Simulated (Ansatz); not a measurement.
```yaml
crystal:
  periodic: [false, false, false]
  atoms:
    - {symbol: C, position_ang: [-0.633276, -1.205148, -1.312570]}
    - {symbol: N, position_ang: [-0.489975, -0.346324, -0.340566]}
    - {symbol: Mo, position_ang: [0.152341, 0.962286, 0.278611]}
    - {symbol: N, position_ang: [0.878656, 0.446641, 1.811028]}
    - {symbol: O, position_ang: [1.230036, 1.516025, -0.680689]}
    - {symbol: Cl, position_ang: [-1.377982, 2.379133, 0.560345]}
    - {symbol: H, position_ang: [0.007460, -1.024376, -2.069262]}
    - {symbol: h, position_ang: [-1.575935, -1.165782, -1.665482]}
    - {symbol: H, position_ang: [-0.474299, -2.138138, -0.967185]}
    - {symbol: H, position_ang: [1.595040, 0.901281, 2.190610]}
    - {symbol: H, position_ang: [0.748194, -0.378039, 2.214204]}
basis:
  gaussian: {orbitals: def2-SVPD}
hamiltonian: {xc: {name: wB97}}
```

```sh
$ ansatz run in.yaml --threads 4 --pin off --events-out ev --progress --plain --max-ram 11315MiB
```

Problem. How does Ansatz answer? (Estimate.)

Solution. Computed: The program refused the input.
```
Error: YAML parse error: error: line 11 column 16: `h` is not an element symbol (H … Og, case-exact)
  --> <input>:11:16
   |
 9 |     - {symbol: Cl, position_ang: [-1.377982, 2.379133, 0.560345]}
10 |     - {symbol: H, position_ang: [0.007460, -1.024376, -2.069262]}
11 |     - {symbol: h, position_ang: [-1.575935, -1.165782, -1.665482]}
   |                ^ `h` is not an element symbol (H … Og, case-exact)
12 |     - {symbol: H, position_ang: [-0.474299, -2.138138, -0.967185]}
13 |     - {symbol: H, position_ang: [1.595040, 0.901281, 2.190610]}
   |
```
